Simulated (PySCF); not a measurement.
C$_{6}$H$_{11}$ (SMILES [CH]1CCCCC1), doublet, geometry from GFN2-xTB, with bond 11-3 at 1.5 times its length; HF/STO-3G (PySCF).

The PySCF input:
```python
from pyscf import gto, scf

mol = gto.Mole()
mol.atom = '''
    C     0.194782   -1.253250    0.665104
    C     1.293552   -0.652661   -0.115397
    C     1.204595    0.891972   -0.145725
    C    -0.245227    1.387065   -0.066103
    C    -1.220776    0.336667   -0.590214
    C    -1.198946   -0.870883    0.345565
    H     0.387703   -1.979630    1.433500
    H     2.264216   -0.961031    0.274769
    H     1.236935   -1.005049   -1.156406
    H     1.769935    1.299821    0.693459
    H     1.908559    1.432659   -1.521671
    H    -0.350384    2.315766   -0.629855
    H    -0.503618    1.600676    0.973480
    H    -2.229431    0.750980   -0.642848
    H    -0.929662    0.037240   -1.598519
    H    -1.743940   -1.710693   -0.113674
    H    -1.743533   -0.633975    1.269741
'''
mol.basis = 'sto-3g'
mol.charge = 0
mol.spin = 1
mol.verbose = 5
mol.build()

mf = scf.UHF(mol)
mf.kernel()
mo_i, mo_e, stable_i, stable_e = mf.stability(internal=True, external=True, return_status=True, nroots=6, tol=1e-6)
print('internally stable:', stable_i, ' externally stable:', stable_e)
if not stable_i:
    umf = mf.copy()
    umf.scf_summary = {}
    umf.kernel(umf.make_rdm1(mo_i, mf.mo_occ))
mf.analyze()
```

### Question
Write the output that PySCF gives for this input, abridged.

### Answer

```
PySCF version 2.14.0

[INPUT] verbose = 5
[INPUT] max_memory = 4000
[INPUT] num. atoms = 17
[INPUT] num. electrons = 47
[INPUT] charge = 0
[INPUT] spin (= nelec alpha-beta = 2S) = 1
[INPUT] symmetry False subgroup None
[INPUT] Mole.unit = angstrom
[INPUT] Symbol           X                Y                Z      unit          X                Y                Z       unit  Magmom
[...]
[INPUT] ---------------- BASIS SET ----------------
[INPUT] l, kappa, [nprim/nctr], expnt,             c_1 c_2 ...
[INPUT] H
[...]
                                0.62391373        0.53532814
                                0.1688554         0.44463454
[INPUT] C
[...]
                                13.045096         0.53532814
                                3.5305122         0.44463454
[...]
                                0.6834831         0.39951283
                                0.2222899         0.70011547
[...]
                                0.6834831         0.60768372
                                0.2222899         0.39195739

nuclear repulsion = 245.161923394012
number of shells = 29
number of NR pGTOs = 123
number of NR cGTOs = 41
basis = sto-3g
ecp = {}

******** <class 'pyscf.scf.uhf.UHF'> ********
method = UHF
initial guess = minao
damping factor = 0
level_shift factor = 0
DIIS = <class 'pyscf.scf.diis.CDIIS'>
diis_start_cycle = 1
diis_space = 8
diis_damp = 0
SCF conv_tol = 1e-09
SCF conv_tol_grad = None
SCF max_cycles = 50
direct_scf = True
direct_scf_tol = 1e-13
number electrons alpha = 24  beta = 23
Set gradient conv threshold to 3.16228e-05
E1 = -794.9481162243042  E2 = 317.9639457245861  Ecoul = 353.8502732572198  Exc = -35.886327532633686
init E= -231.822247105706
cond(S) = 13.774296432106947

  alpha mo_energy =
[-1.11100100e+01 -1.11084502e+01 -1.11070394e+01 -1.11052533e+01
 -1.10809244e+01 -1.10792628e+01 -1.62351104e+00 -1.30375094e+00
 -1.27967166e+00 -9.56346600e-01 -8.90031337e-01 -7.13176651e-01
 -6.19339849e-01 -5.83982425e-01 -4.91025712e-01 -4.37886128e-01
 -4.10922158e-01 -3.93834073e-01 -3.73882190e-01 -3.51402036e-01
 -3.02683975e-01 -2.76527055e-01 -2.35751492e-01  7.02067574e-03
  1.82311481e-01  4.71906407e-01  4.84057099e-01  4.98389423e-01
  5.09667449e-01  5.24039479e-01  5.32112827e-01  5.67803019e-01
  5.89306571e-01  5.98033909e-01  6.34506805e-01  6.46240033e-01
  6.55510630e-01  6.84841892e-01  7.10563461e-01  7.51348491e-01
  8.02324873e-01]
  beta  mo_energy =
[-1.11100100e+01 -1.11084502e+01 -1.11070394e+01 -1.11052533e+01
 -1.10809244e+01 -1.10792628e+01 -1.62351104e+00 -1.30375094e+00
 -1.27967166e+00 -9.56346600e-01 -8.90031337e-01 -7.13176651e-01
 -6.19339849e-01 -5.83982425e-01 -4.91025712e-01 -4.37886128e-01
 -4.10922158e-01 -3.93834073e-01 -3.73882190e-01 -3.51402036e-01
 -3.02683975e-01 -2.76527055e-01 -2.35751492e-01  7.02067574e-03
  1.82311481e-01  4.71906407e-01  4.84057099e-01  4.98389423e-01
  5.09667449e-01  5.24039479e-01  5.32112827e-01  5.67803019e-01
  5.89306571e-01  5.98033909e-01  6.34506805e-01  6.46240033e-01
  6.55510630e-01  6.84841892e-01  7.10563461e-01  7.51348491e-01
  8.02324873e-01]
multiplicity <S^2> = 0.75  2S+1 = 2
E1 = -797.8351760932406  E2 = 322.0194157506475  Ecoul = 357.1002297488945  Exc = -35.08081399824698
cycle= 1 E= -230.653836948581  delta_E= 1.17  |g|= 0.218  |ddm|= 3.48
  alpha mo_energy =
[-11.08199153 -11.05264313 -11.04952117 -11.04305325 -11.03964381
 -10.96092771  -1.08860029  -0.97293114  -0.96477057  -0.81223128
  -0.78358522  -0.68463203  -0.63292124  -0.61220277  -0.55701492
  -0.51834777  -0.49617074  -0.49056076  -0.47952812  -0.45141695
  -0.42289664  -0.40152965  -0.32560948  -0.24000819   0.32683237
   0.58854925   0.59953425   0.60960047   0.62784868   0.64967604
   0.66182633   0.69012441   0.70319036   0.73998362   0.75992445
   0.7710085    0.7743514    0.80219962   0.82272173   0.87430214
   0.92205097]
  beta  mo_energy =
[-11.08010284 -11.05257128 -11.04943302 -11.04301425 -11.03957128
[...]
converged SCF energy = -230.711657553668  <S^2> = 0.76633579  2S+1 = 2.0162696
<class 'pyscf.scf.uhf.UHF'> wavefunction has an internal instability
<class 'pyscf.scf.uhf.UHF'> wavefunction is stable in the real -> complex stability analysis
<class 'pyscf.scf.uhf.UHF'> wavefunction has an UHF/UKS -> GHF/GKS instability
internally stable: False  externally stable: False
converged SCF energy = -230.714341317727  <S^2> = 0.98974203  2S+1 = 2.2268741
Total Energy =                        -230.711657553668005
[...]
4 C 2pz         -0.07137
5 C 1s          -0.00211
5 C 2s           0.15102
5 C 2px          0.26913
5 C 2py          0.10922
5 C 2pz         -0.15817
6 H 1s          -0.37519
7 H 1s           0.19939
8 H 1s          -0.10341
9 H 1s          -0.07638
10 H 1s         -0.00107
11 H 1s          0.04049
12 H 1s         -0.00707
13 H 1s         -0.05113
14 H 1s          0.06051
15 H 1s          0.03911
16 H 1s          0.10588

To work with the spin densities directly, `use mulliken_meta_spin()` only printing them here.

 ** Mulliken spin pop alpha/beta on meta-lowdin orthogonal AOs **
 ** Mulliken Spin Density (per AO)  **
spin_pop of  0 C 1s       -0.00004
spin_pop of  0 C 2s        0.08799
spin_pop of  0 C 2px       0.05288
spin_pop of  0 C 2py       0.52721
spin_pop of  0 C 2pz       0.44830
spin_pop of  1 C 1s        0.00000
spin_pop of  1 C 2s       -0.01996
spin_pop of  1 C 2px      -0.03178
spin_pop of  1 C 2py      -0.02839
spin_pop of  1 C 2pz      -0.03543
spin_pop of  2 C 1s        0.00000
spin_pop of  2 C 2s        0.00645
spin_pop of  2 C 2px      -0.00035
spin_pop of  2 C 2py       0.02387
spin_pop of  2 C 2pz      -0.00847
spin_pop of  3 C 1s        0.00000
spin_pop of  3 C 2s       -0.00098
spin_pop of  3 C 2px      -0.00201
spin_pop of  3 C 2py      -0.00108
spin_pop of  3 C 2pz      -0.00033
spin_pop of  4 C 1s       -0.00000
spin_pop of  4 C 2s        0.00231
spin_pop of  4 C 2px       0.00192
spin_pop of  4 C 2py       0.00549
spin_pop of  4 C 2pz       0.00353
spin_pop of  5 C 1s        0.00000
spin_pop of  5 C 2s       -0.01976
spin_pop of  5 C 2px      -0.05136
spin_pop of  5 C 2py      -0.02275
spin_pop of  5 C 2pz      -0.02080
spin_pop of  6 H 1s       -0.06533
spin_pop of  7 H 1s        0.00833
spin_pop of  8 H 1s        0.04835
spin_pop of  9 H 1s       -0.00131
spin_pop of  10 H 1s        0.01753
spin_pop of  11 H 1s        0.00005
spin_pop of  12 H 1s        0.00014
spin_pop of  13 H 1s       -0.00233
spin_pop of  14 H 1s       -0.00152
spin_pop of  15 H 1s        0.04658
spin_pop of  16 H 1s        0.03303
 ** Mulliken Spin Density (per atom)  **
spin density of  0 C =      1.11635
spin density of  1 C =     -0.11554
spin density of  2 C =      0.02150
spin density of  3 C =     -0.00441
spin density of  4 C =      0.01324
spin density of  5 C =     -0.11467
spin density of  6 H =     -0.06533
spin density of  7 H =      0.00833
spin density of  8 H =      0.04835
spin density of  9 H =     -0.00131
spin density of  10 H =      0.01753
spin density of  11 H =      0.00005
spin density of  12 H =      0.00014
spin density of  13 H =     -0.00233
spin density of  14 H =     -0.00152
spin density of  15 H =      0.04658
spin density of  16 H =      0.03303
 ** Mulliken pop alpha/beta on meta-lowdin orthogonal AOs **
 ** Mulliken pop       alpha | beta **
In total            24.00000 | 23.00000
 ** Mulliken atomic charges   ( Nelec_alpha | Nelec_beta ) **
charge of  0C =     -0.03265  (     3.57450      2.45815 )
charge of  1C =     -0.06029  (     2.97237      3.08792 )
charge of  2C =      0.01310  (     3.00420      2.98270 )
charge of  3C =     -0.05494  (     3.02526      3.02967 )
charge of  4C =     -0.04546  (     3.02935      3.01611 )
charge of  5C =     -0.05328  (     2.96931      3.08398 )
charge of  6H =      0.02482  (     0.45492      0.52025 )
charge of  7H =      0.03226  (     0.48804      0.47971 )
charge of  8H =      0.03253  (     0.50791      0.45956 )
charge of  9H =      0.02365  (     0.48752      0.48883 )
charge of  10H =     -0.04692  (     0.53223      0.51470 )
charge of  11H =      0.03223  (     0.48391      0.48386 )
charge of  12H =      0.02716  (     0.48649      0.48635 )
charge of  13H =      0.02680  (     0.48544      0.48776 )
charge of  14H =      0.02691  (     0.48579      0.48730 )
charge of  15H =      0.02730  (     0.50964      0.46306 )
charge of  16H =      0.02678  (     0.50313      0.47010 )
Dipole moment(X, Y, Z, Debye): -0.28244, -0.14796,  0.31124
```
